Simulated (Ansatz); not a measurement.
A search over several starts for the lowest SCF solution of the cluster Hf3O6 at the given spin, in a small basis.

```yaml
crystal:
  periodic: [false, false, false]
  atoms:
    - {symbol: Hf, position_ang: [0.436569, -1.935264, 0.277466]}
    - {symbol: Hf, position_ang: [-1.945190, 0.669970, -0.161703]}
    - {symbol: Hf, position_ang: [1.485484, 1.190938, 0.626614]}
    - {symbol: O, position_ang: [-3.849530, 1.304640, -0.126887]}
    - {symbol: O, position_ang: [-0.375865, 1.791355, 0.226343]}
    - {symbol: O, position_ang: [1.691205, -0.702511, 1.217348]}
    - {symbol: O, position_ang: [-1.384613, -1.214871, -0.106970]}
    - {symbol: O, position_ang: [1.254958, -2.687100, -1.213193]}
    - {symbol: O, position_ang: [2.686983, 1.582853, -0.739027]}
basis:
  gaussian: {orbitals: def2-SVP, initial_orbitals: start.molden}
magnetization: {spin_polarized: true, initial_magnetization: 4}
hamiltonian: {xc: pbe0, dispersion: d4}
output: {orbitals: {seedname: orbitals}}
```

The file start.molden holds the orbitals of an earlier run on this structure, at another level or in another basis.

```sh
$ ansatz run in.yaml --threads 4 --pin off --events-out ev --progress --plain --max-ram 6963MiB
```

Shortened log:

```
Functional definition: PBE0
1728 factors; integrals over basis functions are off by at most 4.8e-4 eV
mean field evaluation 1: about -16183.7710 eV, gradient 6.8e0 eV
mean field evaluation 2: about -16184.1828 eV, gradient 5.6e-1 eV
mean field evaluation 4: about -16184.4659 eV, gradient 1.3e0 eV
mean field evaluation 8: about -16184.5398 eV, gradient 6.4e-2 eV
mean field evaluation 16: about -16184.5398 eV, gradient 7.9e-6 eV
mean field evaluation 32: about -16184.0738 eV, gradient 9.0e0 eV
mean field evaluation 64: about -16183.0785 eV, gradient 6.7e0 eV
mean field -16184.53979718 eV, -594.7708672712 hartree, gradient 4.1e-6 eV, S^2 6.008106; 9 other end points of the search recorded, 0 dependent functions left out
reference -16184.53985112 eV, -594.7708692537 hartree; 44, 40 occupied and 136, 140 virtual orbitals, 1728 factors
Total energy: -16184.82035750 eV, -594.7811776729 hartree
```

It took 20 s on 4 threads of Intel Xeon 6975P-C on a shared host, peak host memory 0.89 GiB.

In the def2 sets Hf takes a core potential; there is no spin–orbit coupling. At PBE0-D4/def2-TZVP a singlet of charge 0 lies 4.99 eV below the quintet, each at its own geometry. The structure comes from a short search, and lower isomers may exist.
